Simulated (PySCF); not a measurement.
Simulated C 1s region for `CO[C@H](CF)OCF`, binding energy against the vacuum level.

Every computed line was given a Gaussian of 0.6 eV full width at half maximum and an area set by the number of equivalent atoms; the highest printed point is 100. Level of theory: delta-SCF UKS SCAN, pcX-2 on the ionised atom, pcseg-1 elsewhere, spin-free X2C (PySCF 2.14.0).

binding energy (eV), intensity and a bar:
```
    291.6          0 
    291.7          1 
    291.8          3 #
    291.9          7 ##
    292.0         16 #####
    292.1         32 #########
    292.2         53 ################
    292.3         75 #######################
    292.4         93 ############################
    292.5         98 #############################
    292.6         90 ###########################
    292.7         76 #######################
    292.8         64 ###################
    292.9         61 ##################
    293.0         70 #####################
    293.1         85 ##########################
    293.2         98 #############################
    293.3        100 ##############################
    293.4         93 ############################
    293.5         82 #########################
    293.6         77 #######################
    293.7         81 ########################
    293.8         92 ############################
    293.9        100 ##############################
    294.0         98 #############################
    294.1         87 ##########################
    294.2         71 #####################
    294.3         61 ##################
    294.4         62 ###################
    294.5         74 ######################
    294.6         89 ###########################
    294.7         98 #############################
    294.8         94 ############################
    294.9         78 #######################
    295.0         55 #################
    295.1         34 ##########
    295.2         18 #####
    295.3          8 ##
    295.4          3 #
    295.5          1 
    295.6          0
```

Task: Count the maxima, the lines and the sites behind this envelope.

Result: The curve has 4 maxima (at 292.5, 293.3, 293.9 and 294.7 eV). Under it lie 4 lines from 4 inequivalent carbon sites.

Task: Decompose the envelope and assign each component. Numbering: `[CH3:1][O:2][C@H:3]([CH2:4][F:5])[O:6][CH2:7][F:8]`.

Result: 
```csv
position (eV),relative area,line,atoms,environment
292.48,1,C 1s,C1,methoxy carbon
293.26,1,C 1s,C4,sp3 C–F carbon
293.95,1,C 1s,C3,sp3 carbon bearing two oxygens
294.73,1,C 1s,C7,sp3 C–F carbon
```

Task: What are the centre and the root-mean-square width of the whole band?

Result: The area-weighted mean of the lines is 293.60 eV. Their own spread about it is 0.83 eV (rms) and each Gaussian has σ = 0.6/2.355 = 0.25 eV; the variances add, which gives 0.87 eV.

The listed C 1s values span 2.25 eV, from C1 (bonded to O and 3 H) to C7 (bonded to F, O and 2 H). The widest gap between neighbouring values is 0.78 eV, between 293.95 and 294.73 eV.

Shake-up satellites, vibrational structure and lifetime widths aren't simulated. Geometry: PBE0-D3(BJ)/def2-SVP, one conformer, isolated molecule.

Hardware: an Arm Neoverse V1 with one thread, no GPU, on a shared host. Cost: 93 s wall, 0.74 GiB resident at most.

The values belong to the conformer `[CH3:1][O:2][C@H:3]([CH2:4][F:5])[O:6][CH2:7][F:8]`: C1–O2–C3–C4 -93°, O2–C3–C4–F5 65°, O2–C3–O6–C7 -63°, C3–O6–C7–F8 -71°.
